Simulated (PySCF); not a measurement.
Species: C6H9OSi (doublet state).
Cartesian coordinates in Å at the GFN2-xTB level; atoms count from 1:
```xyz
17
C6H9OSi angstrom
C      2.7505    1.4809    0.2247
C      1.8405    0.7955   -0.1457
C      0.7156   -0.0064   -0.5599
Si     0.6404   -1.6876    0.3581
C     -0.6280    0.5560   -0.0302
C     -1.7670    0.3207   -1.0063
C     -0.8160   -0.2641    1.2567
O     -1.8817   -0.8142    1.5889
H      3.5515    2.0858    0.5284
H      0.7187   -0.0725   -1.6516
H     -0.0418   -2.7705   -0.3343
H      1.7428   -2.0753    1.2236
H     -0.5560    1.6225    0.2097
H     -2.7110    0.5797   -0.5328
H     -1.8124   -0.7300   -1.2881
H     -1.6428    0.9255   -1.9027
H     -0.1103    0.0660    2.0515
```

The hyperfine couplings belong to this conformer and change with its torsions.

As a line formula: `C#C[C@@H]([SiH2])[C@@H](C)C=O` [radical].

Level of theory: UKS B3LYP, pcH-1 on C H O Si, non-relativistic, mean-field spin-orbit, GIAO in PySCF. Geometry: GFN2-xTB, one conformer, isolated molecule. The geometry wasn't refined by DFT: couplings that depend on bond lengths, twists or pyramidal angles can differ widely from those at the functional's own minimum, by a factor of two or more for some ions and for spin on atoms past the first row. Stability of the SCF solution: not tested.

Q: Predict the first-order ENDOR lines of H17, H13, H10, H11/H12, H14/H15/H16 and H9 under fast tumbling at B = 3356.8 mT (W band).

A: ν± = |νn ± a/2|, one line for each electron-spin manifold; νn = |g_N| × 7.62259 MHz/T × B.

```csv
nuclei,isotope,g_N,νn (MHz),a_iso (MHz),lower line (MHz),upper line (MHz)
H17,1H,5.5857,142.92,95.05,95.40,190.45
H13,1H,5.5857,142.92,23.13,131.36,154.49
H10,1H,5.5857,142.92,16.53,134.66,151.19
H11/H12,1H,5.5857,142.92,2.49,141.68,144.17
H14/H15/H16,1H,5.5857,142.92,0.90,142.47,143.38
H9,1H,5.5857,142.92,-0.90,142.47,143.38
```

Q: Which pairs are centred on the nuclear Larmor frequency, and which on half the coupling?

A: Centred on νn, since |a| < 2νn: H17, H13, H10, H11/H12, H14/H15/H16 and H9. No pair has |a| > 2νn.

Q: At what field would the lower line of H13 fall to zero frequency?

A: Where νn = |a|/2, that is B = 11.57 MHz/(5.5857 × 7.62259 MHz/T) = 272 mT, as far as first order holds there.

Class means assume fast exchange of nuclei equivalent by connectivity; if that motion is slow, each nucleus keeps its own coupling. The 1H value of +2.5 MHz is a mean of couplings from -3.2 to 8.1 MHz in this one geometry, not an average over conformers.

Hardware: an Intel Xeon Platinum 8488C with one thread, on a shared host. Cost: 1.7 min of wall time (grids of density and orbitals included), 1.1 GiB resident at most.
